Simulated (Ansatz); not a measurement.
[(OH)2Al]2O (Al2O5H4). Total charge 0; singlet. Geometry PBE0-D4/def2-SVP, basis def2-TZVP, Ansatz.

| run | HOMO (eV) | LUMO (eV) |
| --- | --- | --- |
| A | -7.56 | -1.26 |
| B | -9.16 | -0.63 |
| C | -8.60 | -1.23 |
| D | -7.18 | -1.74 |
| E | -8.89 | -0.91 |
| F | -11.37 | 0.64 |

B3LYP takes the VWN-RPA correlation.

**Question.** The runs used B3LYP, PBE, PBE0, r2SCAN, r2SCAN0, ωB97M-V. Estimate which is which.

**Answer.** A r2SCAN (0 % exact exchange); B r2SCAN0 (25 % exact exchange); C B3LYP (20 % exact exchange); D PBE (0 % exact exchange); E PBE0 (25 % exact exchange); F ωB97M-V (range-separated). Exact exchange lowers occupied and raises empty levels; among semilocal functionals meta-GGAs tend to open the gap a little, and such runs are hard to tell apart. The gap grows from 5.44 eV (PBE) to 12.01 eV (ωB97M-V).
